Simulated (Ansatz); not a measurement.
`[NH2][Ti]([NH2])([Cl])[Cl]` + H₂O → `[NH2][Ti]([OH])([Cl])[Cl]` + NH₃  (formal hydrolysis of a Ti–N bond)

Program: Ansatz. Geometries: PBE0-D4/def2-TZVP. ΔE: electronic, gas phase. CCSD(T)/CBS is the MP2 limit (def2-TZVPP, def2-QZVPP) plus CCSD(T) − MP2 in def2-TZVPP, frozen cores. This one scheme is used for every species. DFT in def2-TZVPP. For Ti outer-core shells are correlated without core-valence functions, which leaves a few kJ/mol of doubt a bond. Scalar relativity is left out up to krypton. Each species was taken in one conformer, which may not be the lowest.

```csv
level,ΔE (kcal/mol)
BLYP-D4,-14.3
BHLYP,-15.2
MP2/def2-TZVPP,-13.3
HF/CBS(def2),-15.7
```

(1) What does CCSD(T)/CBS give? (An estimate is asked.)

Largest T1 diagnostic among the species: 0.025, so the coupled-cluster value is less sure than usual.

Answers

(1) Ansatz gave: -12.4 kcal/mol. The listed levels differ from it by -1.9, -2.8, -0.9, -3.3 kcal/mol.

The D4 term adds +0.8 kcal/mol with B3LYP and +0.5 kcal/mol with PBE0; it sums over pairs of atoms, weighted by their polarisabilities, and B3LYP, whose exchange is more repulsive, gets the larger term. In def2-TZVPP, CCSD(T) changes the Hartree–Fock value by +2.3 kcal/mol (the triples alone add +0.3 kcal/mol) and MP2 by +2.6 kcal/mol.

B3LYP here is the variant with VWN-RPA as its local correlation; programs differ in this.
